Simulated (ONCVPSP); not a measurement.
# Before and after: ONCV potential for Ti (Z = 22)

titanium (Ti), optimised norm-conserving Vanderbilt (ONCV), made with ONCVPSP 4.0.1 (PBE, scalar-relativistic). Core [Ne], reference 3s2 3p6 3d2 4s2. Waves: 3s+4s: rc 2.00 bohr, ncon 3, nbas 8, qcut 5.6 1/bohr, 2 projectors; 3p: rc 1.10 bohr, ncon 4, nbas 8, qcut 7 1/bohr, 2 projectors, debl 1.1 Ha; 3d: rc 1.75 bohr, ncon 4, nbas 9, qcut 9.6 1/bohr, 2 projectors, debl 1.4 Ha. Local part: polynomial inside 0.90 bohr (lpopt 2, dvloc0 0 Ha). Core correction: none.

In the p channel the program set the typed energies aside and used -1.428, 0.250 Ha.

All-electron outer shells of the reference configuration (PBE, scalar-relativistic, ld1.x):

| shell | level (eV) | outermost node (bohr) | outermost maximum (bohr) |
| --- | --- | --- | --- |
| 2p | -444.26 | – | 0.22 |
| 3s | -62.63 | 0.40 | 0.87 |
| 3p | -38.86 | 0.37 | 0.90 |
| 4s | -4.47 | 1.24 | 2.92 |
| 3d | -4.26 | – | 0.98 |

Change: all radii scaled by about 0.89 (s 1.80, p 0.98, d 1.56 bohr); local potential polynomial inside 0.80 bohr (lpopt 2, dvloc0 0 Ha).

Cutoffs: the cutoffs (Ha) at which the residual kinetic energy of the hardest occupied pseudo-wave falls to 1 and 0.1 mHa per electron; they do not see the model core or the augmentation charge, which bear on the density cutoff. Errors are all-electron minus pseudo energies relative to the spin-unpolarised reference configuration.

Task: Predict the effect on cutoff, ghosts and configuration errors.

Result: The potential gets harder (32 Ha and 128 Ha → 47 Ha and 189 Ha); the number of tests with a reliable result goes from 3 to 4; of the 3 tests that both files solve, the error grows in 0 and shrinks in 1 by more than 15 % and 0.3 meV (median size 1.0 → 0.9 meV); neither file shows a bound ghost. A smaller radius makes the pseudo-wave follow the all-electron one further in, where it bends more sharply, so more plane waves are needed.

```csv
quantity,base,changed
"cutoff, loose",32 Ha,47 Ha
"cutoff, tight",128 Ha,189 Ha
loose cutoff by channel,"s 8.2 Ha, p 19 Ha, d 32 Ha","s 7.7 Ha, p 47 Ha, d 35 Ha"
bound ghosts,none,none
GHOST(+) flags under 300 eV,none,none
tests with a reliable result,3 of 4,4 of 4
"error for 3s2 3p6 3d2 4s1, meV [ΔE 7.35 eV]",-0.2,-0.2
"error for 3s2 3p6 3d2 4s0, meV [ΔE 20.92 eV]",-1.0,-0.9
"error for 3s2 3p6 3d1 4s0, meV [ΔE 47.87 eV]",+34,+22
```
